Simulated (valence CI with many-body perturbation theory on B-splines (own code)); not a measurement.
# Xe²¹⁺: E2, E3, M1, M2 decay

Computed by valence CI with perturbative core correlation (CI+MBPT): five valence electrons over a frozen Dirac-Fock core [Ar] 3d10, radial functions for each j: 11 s, 11 p, 10 d, 8 f, 5 g, 2 h, with the one-electron correlation potential Σ1 (screened to all orders), the two-electron term Σ2, the three-electron term Σ3, Breit, model QED; selected single and double excitations, second order for the rest, scaled by the run's own slope (own B-spline code, finite nucleus).

No measured spectrum was set against this ion. As an estimate, levels hold to about 250 cm⁻¹ or 0.2 % of their energy and the worst to 1 %, as in measured heavy ions of charge 2 to 7; those with d or f electrons hold less well. Among the levels kept, up to 2100 cm⁻¹ of a level comes from second order outside the variational space, and about a tenth of that is noise between levels of different J, which matters for small intervals.

Lines 1 to 21 of 21 in falling wavelength, among levels below 1773500 cm⁻¹, chosen from the decays that carry over 1 % of a level's rate. Wavelengths and rates use the calculated energies, so an error of 1000 cm⁻¹ moves a line at 121.3 nm by 1.2 % and its rate by three times that or more. Electric multipoles are in the length gauge, E1 and E2 with the static RPA response of the core. S is in atomic units (e²a₀⁴ for E2 and M2, e²a₀⁶ for E3), for M1 in squared Bohr magnetons. Weak lines are less certain than strong ones. Lines between different terms over intervals too small for the method are left out, as are lines whose strength nearly cancels.

Levels are named by their leading jj configuration (3d3/2^4 stands for four electrons in 3d with j = 3/2), which in mixed levels can hold well under half, so a name can repeat and another be missing. Letters in brackets count levels of one name in rising energy.

```
λ vac (nm)                               Upper                               Lower  Type   A (s⁻¹)  S (a.u.)
     398.7          (4s^2 4p1/2 4p3/2^2) J=5/2          (4s^2 4p1/2 4p3/2^2) J=3/2    M1  8.71e+01  1.23e+00
     319.6      (4s^2 4p1/2 4p3/2 4d5/2) J=9/2      (4s^2 4p1/2 4p3/2 4d3/2) J=7/2    M1  5.38e+02  6.51e+00
     130.8          (4s^2 4p3/2^2 4d5/2) J=9/2  (4s^2 4p1/2 4p3/2 4d5/2) J=7/2 [b]    M1  5.07e+03  4.21e+00
     121.3  (4s^2 4p1/2 4p3/2 4d5/2) J=7/2 [a]          (4s^2 4p1/2^2 4d5/2) J=5/2    M1  8.32e+03  4.40e+00
     94.32      (4s^2 4p1/2 4p3/2 4d5/2) J=9/2          (4s^2 4p1/2^2 4d5/2) J=5/2    E2  3.66e+01  2.44e-01
     92.65          (4s^2 4p1/2 4p3/2^2) J=3/2          (4s^2 4p1/2^2 4p3/2) J=3/2    M1  2.74e+04  3.23e+00
     91.44                (4s^2 4p3/2^3) J=3/2          (4s^2 4p1/2 4p3/2^2) J=1/2    M1  6.93e+03  7.86e-01
     79.07          (4s^2 4p3/2^2 4d5/2) J=9/2      (4s^2 4p1/2 4p3/2 4d5/2) J=9/2    M1  1.63e+04  2.99e+00
     75.18          (4s^2 4p1/2 4p3/2^2) J=5/2          (4s^2 4p1/2^2 4p3/2) J=3/2    M1  5.27e+03  4.98e-01
     75.18          (4s^2 4p1/2 4p3/2^2) J=5/2          (4s^2 4p1/2^2 4p3/2) J=3/2    E2  2.22e+02  2.86e-01
     70.14                (4s^2 4p3/2^3) J=3/2          (4s^2 4p1/2 4p3/2^2) J=5/2    M1  1.33e+04  6.80e-01
     66.64          (4s^2 4p3/2^2 4d5/2) J=9/2  (4s^2 4p1/2 4p3/2 4d5/2) J=7/2 [a]    M1  9.02e+03  9.90e-01
     63.39          (4s^2 4p3/2^2 4d5/2) J=9/2      (4s^2 4p1/2 4p3/2 4d3/2) J=7/2    M1  8.06e+03  7.61e-01
     60.15          (4s^2 4p1/2 4p3/2^2) J=1/2          (4s^2 4p1/2^2 4p3/2) J=3/2    M1  3.11e+04  5.02e-01
     60.15          (4s^2 4p1/2 4p3/2^2) J=1/2          (4s^2 4p1/2^2 4p3/2) J=3/2    E2  4.55e+02  6.40e-02
     59.64                (4s^2 4p3/2^3) J=3/2          (4s^2 4p1/2 4p3/2^2) J=3/2    M1  6.26e+04  1.97e+00
     36.28                (4s^2 4p3/2^3) J=3/2          (4s^2 4p1/2^2 4p3/2) J=3/2    M1  1.10e+03  7.80e-03
     30.48      (4s^2 4p1/2 4p3/2 4d5/2) J=9/2          (4s 4p1/2^2 4p3/2^2) J=5/2    E2  2.61e+02  6.14e-03
     22.00          (4s^2 4p3/2^2 4d5/2) J=9/2          (4s 4p1/2^2 4p3/2^2) J=5/2    E2  1.71e+03  7.88e-03
     14.18      (4s^2 4p1/2 4p3/2 4d5/2) J=9/2          (4s^2 4p1/2 4p3/2^2) J=5/2    M2  6.77e+02  3.47e-04
     11.93      (4s^2 4p1/2 4p3/2 4d5/2) J=9/2          (4s^2 4p1/2^2 4p3/2) J=3/2    E3  2.37e+01  2.60e-01
```
